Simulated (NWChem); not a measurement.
# TaHSOF$_{2}$; SMILES [F][Ta]([OH])([F])=[S]

```xyz
6

Ta     0.0076    -0.1644     0.0000
S      0.0781     1.9922     0.0000
F      0.8441    -0.7855     1.5582
F      0.8441    -0.7855    -1.5582
O     -1.7928    -0.6845     0.0000
H     -2.6567    -0.2599     0.0000
```
Atoms are numbered in this order, from 1.

Computed with NWChem. Structure relaxed at the PBE0/def2-SVP level. def2 effective core potentials on Ta; no spin-orbit coupling. Level r2SCAN/def2-SVP: energy and gradient on several grids; changes count from the extra-fine grid, which is no exact limit either.

Question: Which is the coarsest grid (coarse; xfine; xcoarse; fine; medium) from which on the energy stays within 500 μHa and each gradient component within 500 μHa/bohr of xfine?

Answer: medium.
| grid | size of the energy change (μHa) | largest change of a gradient component (μHa/bohr) | time, medium = 1 (rough) |
|---|---|---|---|
| xcoarse | 4000 | 10000 | about 1 |
| coarse | 1000 | 400 | about 1 |
| medium | 100 | 200 | about 1 |
| fine | 40 | 90 | about 1 |
| xfine | < 10 | < 30 | 2 |
